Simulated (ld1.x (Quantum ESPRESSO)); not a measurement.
# Transferability test, ultrasoft potential for C

ld1.x (Quantum ESPRESSO) 7.5 input, shortened:

```
&input
   title='C', zed=6., rel=0, dft='PZ', iswitch=3,
   config='[He] 2s2 2p2 3d-2'
 /
 &inputp
   pseudotype=3, tm=.true., lloc=2,
   nlcc=.true., rcore=0.45,
   which_augfun='PSQ', rmatch_augfun_nc=.true.
 /
5
2S  1  0   2.00   0.00  0.85  1.05  0.0
2S  1  0   0.00   0.85  0.85  1.05  0.0
2P  2  1   2.00   0.00  2.15  2.30  0.0
2P  2  1   0.00  -0.05  2.15  2.30  0.0
3D  3  2  -2.00   0.05  2.30  2.30  0.0
 &test
   configts(1)='2s2 2p2'
 /
```

Energies are relative to the spin-unpolarised reference configuration 2s2 2p2; without spin polarisation the order of configurations can differ from experiment. Spin-polarised rows fill each open shell by Hund’s rule, majority spin first.

| valence configuration | charge | ΔE all-electron (eV) | error AE − PS (meV) |
| --- | --- | --- | --- |
| 2s2 2p1 | +1 | 10.992 | +47 |
| 2s2 2p0 | +2 | 35.254 | -91 |
| 2s1 2p0 | +3 | 83.203 | -136 |
| 2s2 2p1.5 | +0.5 | 4.030 | +1.7 |
| 2s1 2p2 | +1 | 19.469 | +67 |
| 2s1 2p3 | 0 | 8.227 | +2.8 |
| 2s2 2p2.3 | -0.3 | -1.200 | -1.5 |
| 2s2 2p1 (spin-polarised) | +1 | 10.595 | +69 |

(1) What are ΔE and the potential's error for 2s2 2p2 (spin-polarised)?

Levels in the configuration 2s2 2p2 (spin-polarised):

| level | all-electron (eV) | pseudo (eV) |
| --- | --- | --- |
| 2s up | -14.407 | -14.424 |
| 2p up | -6.146 | -6.141 |
| 2s down | -11.937 | -11.935 |

Answers

(1) ΔE = -1.129 eV all-electron; the error (AE − PS) is -9.8 meV.
